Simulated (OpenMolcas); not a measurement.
## Mn4+: effect of the metal basis and ligand basis

Mn4+ with 6 ligands (fluoride) in octahedral coordination (Oh) at 1.84 Å. A charge of +0.333 e stands 2.4 Å behind each ligand.

```
Program             : OpenMolcas 26.06
Method              : SS-CASPT2, IPEA 0.25 Eh, imaginary shift 0.1 Eh (closed shells correlated: 3s 3p and the ligand valence shells)
Spin-orbit coupling : RASSI with atomic mean-field integrals over the reference wave functions
```

Fixed: active space 3 electrons in 5 orbitals (3d), DKH2 Hamiltonian.

States (labels of O, the rotations of Oh). Energies in cm-1 above the lowest state or level, χT in cm3 K/mol.

| Run | Metal basis | Ligand basis | Ground state | First state of that spin | First gap with spin-orbit (degeneracies) | χT at 300 K | First state of another spin | Cost |
| --- | --- | --- | --- | --- | --- | --- | --- | --- |
| A | ANO-RCC-VDZP | ANO-RCC-VDZP | 4A2 | 4T2 24850 | 14840 (4, 4) | 1.838 | 2E 14860 | roughly 4 core-minutes |
| B | ANO-RCC-VTZP | ANO-RCC-VTZP | 4A2 | 4T2 23880 | 14320 (4, 4) | 1.836 | 2E 14340 | roughly 12 core-minutes |

Against A, the first state of the same spin changes by -3.9 % in B.

Costs are those of the CASPT2 steps.

Roots that are degenerate in the reference are averaged as groups; the widest CASPT2 spread within a group is 2200 cm-1 (the 3-fold group of multiplicity 2 near 83000 cm-1 above the lowest state of its run, B). Shifts and gaps below about the spread of the groups concerned are not significant. Over all roots computed the reference weight is 0.67 to 0.69 in A, 0.67 to 0.69 in B; a low but even weight reflects the number of correlated electrons. The least metal-like active orbital is 80 % on the metal (Löwdin) and no ligand orbital is active, so the numbers are rough. Ligand-to-metal charge-transfer states are missing. With no ligand orbital active B as a rule stays too high, so bands that hang on it stand too high and its fall with covalency is understated. With one d shell and no ligand orbital active, 10Dq can be off by a tenth or more. No measured value stands beside these numbers; the geometry was imposed, not optimised, and the real ion may take another.
